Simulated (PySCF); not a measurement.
**Dipole moment and polarisability of AlH2(nPr)**

Compound: AlH2(nPr), C₃H₉Al.
Cartesian coordinates in Å at the PBE0-D3(BJ)/def2-SVP level; atoms count from 1:
```xyz
13
C3H9Al angstrom
Al     1.176    1.944    0.781
H      2.769    1.986    0.842
H      0.380    3.323    0.684
C      0.199    0.236    0.766
C     -0.166   -0.247   -0.646
C     -0.943   -1.557   -0.658
H     -0.729    0.352    1.358
H      0.793   -0.542    1.279
H      0.750   -0.372   -1.252
H     -0.760    0.525   -1.167
H     -1.892   -1.456   -0.107
H     -1.181   -1.881   -1.683
H     -0.366   -2.362   -0.175
```

Level: CAM-B3LYP/def2-SVPD (PySCF), static field, nuclei fixed, core orbitals frozen in the response. The polarisability tensor in these axes (au):

```
x   67.24  7.35  3.34
y    7.35 74.86  4.62
z    3.34  4.62 61.31
```

Q: Give the principal values, the mean and the anisotropy Δα = √{½[(α1 − α2)² + (α2 − α3)² + (α1 − α3)²]}.

A: Principal values 59.61, 62.83 and 80.97 au; mean 67.80 au = 10.05 Å³ = 11.18 × 10⁻⁴⁰ C²·m²/J; Δα = 19.95 au (29 % of the mean).

Q: What is the dipole moment, and where does it point?

A: (-0.38, -0.68, 0.04) D, 0.77 D in size, pointing from the negative to the positive side. Measured along this direction, the outermost atoms are H3 and H2 at the negative end and H13, H11 and H12 at the positive end.

Q: Form Σ f/ω² (atomic units) for the 15 lowest TDDFT singlets, given as eV and f, and set it beside the mean polarisability, which is this sum over all singlets: 4.92, 0.0031; 5.41, 0.0000; 7.06, 0.0726; 7.37, 0.0014; 7.68, 0.0030; 7.70, 0.0276; 7.85, 0.0328; 8.08, 0.2917; 8.16, 0.1045; 8.30, 0.0663; 8.42, 0.0195; 8.56, 0.0041; 8.66, 0.0195; 8.70, 0.0648; 8.75, 0.0079.

A: They add up to 8.30 au, 12.2 % of the 67.80 au; the largest single term is 3.30 au, from the state at 8.08 eV. Terms in order: 0.09, 0.00, 1.08, 0.02, 0.04, 0.34, 0.39, 3.30, 1.16, 0.71, 0.20, 0.04, 0.19, 0.63, 0.08 au. Higher excitations give the rest. The strengths listed sum to 0.719.

Q: Refractivity n − 1 of an ideal gas of it at 350 K and 1 atm, from the electronic α?

A: N = p/kT = 2.0968 × 10¹⁹ cm⁻³, so n − 1 = 2π × N × 10.05 × 10⁻²⁴ cm³ = 1324 × 10⁻⁶ at long wavelengths.

Q: What molar refraction does this α imply?

A: Lorentz–Lorenz: R = (4π/3)N_A α = 2.5225 cm³/(mol·Å³) × 10.05 Å³ = 25.3 cm³/mol, in the limit of long wavelengths.

Q: Directions of the eigenvectors, and the extent of the frame along each?

A: Largest value along (0.50, 0.82, 0.28), where the nuclei span 5.86 Å; middle along (0.82, -0.55, 0.13), 2.73 Å; least along (-0.26, -0.16, 0.95), 2.75 Å. 

Geometry: PBE0-D3(BJ)/def2-SVP, one conformer, isolated molecule.
